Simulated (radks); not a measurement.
Values are calculated unless marked as measured or tabulated.
Pt IV, 75 electrons, occupied as [Xe] 4f14 5d6.5 6s0.5 (fractional occupations, a model configuration).

Level of theory: Dirac Kohn-Sham, PBE, spin-unpolarised, spherical densities, finite nucleus; open shells fill j = l - 1/2 first; Fermi nuclear charge, rms radius 5.427 fm (a radial shooting solver on a logarithmic mesh with Libxc functionals).

Energy parts (eV):
total: -501793.91
kinetic: 573770.83
electron-nucleus: -1258671.60
Hartree: 192792.16
exchange-correlation: -9685.30

Orbitals (lengths in bohr, moments of r in powers of bohr; <r^-3> diverges for s and p1/2; r(90%) holds 90 % of the orbital's charge):
| orbital | occ. | eigenvalue (eV) | r(90%) | <r^4> | <r^2> | <r^-3> |
|---|---|---|---|---|---|---|
| 1s1/2 | 2 | -78309.41 | 0.0313 | 4.524e-07 | 0.0004063 | - |
| 2s1/2 | 2 | -13777.86 | 0.112 | 0.00006623 | 0.006146 | - |
| 2p1/2 | 2 | -13210.55 | 0.0984 | 0.00003944 | 0.004356 | - |
| 2p3/2 | 4 | -11481.71 | 0.110 | 0.00006034 | 0.005546 | 19610 |
| 3s1/2 | 2 | -3264.508 | 0.275 | 0.002415 | 0.03995 | - |
| 3p1/2 | 2 | -3008.987 | 0.266 | 0.002110 | 0.03647 | - |
| 3p3/2 | 4 | -2628.944 | 0.288 | 0.002887 | 0.04292 | 4536 |
| 3d3/2 | 4 | -2202.100 | 0.261 | 0.001924 | 0.03298 | 790.6 |
| 3d5/2 | 6 | -2120.179 | 0.267 | 0.002115 | 0.03474 | 659.2 |
| 4s1/2 | 2 | -730.5926 | 0.596 | 0.05481 | 0.1946 | - |
| 4p1/2 | 2 | -622.0128 | 0.607 | 0.05877 | 0.1989 | - |
| 4p3/2 | 4 | -531.5055 | 0.656 | 0.07989 | 0.2321 | 1083 |
| 4d3/2 | 4 | -353.3493 | 0.690 | 0.09696 | 0.2467 | 168.5 |
| 4d5/2 | 6 | -336.5155 | 0.706 | 0.1065 | 0.2586 | 137.3 |
| 4f5/2 | 6 | -108.9553 | 0.826 | 0.2123 | 0.3190 | 27.97 |
| 4f7/2 | 8 | -105.4977 | 0.838 | 0.2253 | 0.3283 | 26.60 |
| 5s1/2 | 2 | -138.2697 | 1.36 | 1.480 | 1.011 | - |
| 5p1/2 | 2 | -103.4028 | 1.48 | 2.105 | 1.187 | - |
| 5p3/2 | 4 | -88.1409 | 1.62 | 2.990 | 1.412 | 179.9 |
| 5d3/2 | 4 | -40.9600 | 2.19 | 9.847 | 2.430 | 17.20 |
| 5d5/2 | 2.5 | -39.2839 | 2.26 | 11.09 | 2.578 | 13.73 |
| 6s1/2 | 0.5 | -33.0061 | 3.32 | 52.02 | 6.011 | - |
| 6p1/2 | 0 | -25.1472 | 3.85 | 93.92 | 8.042 | - |
| 6p3/2 | 0 | -23.0953 | 4.13 | 124.6 | 9.308 | 24.71 |

The highest occupied level is 6s1/2 at -33.006 eV. The density falls to 0.001 e/bohr^3 at r = 3.47 bohr. Summed over all electrons, <r^2> = 38.72 bohr^2, which gives a Langevin (diamagnetic) susceptibility term of -30.7 x 10^-6 cm^3/mol.
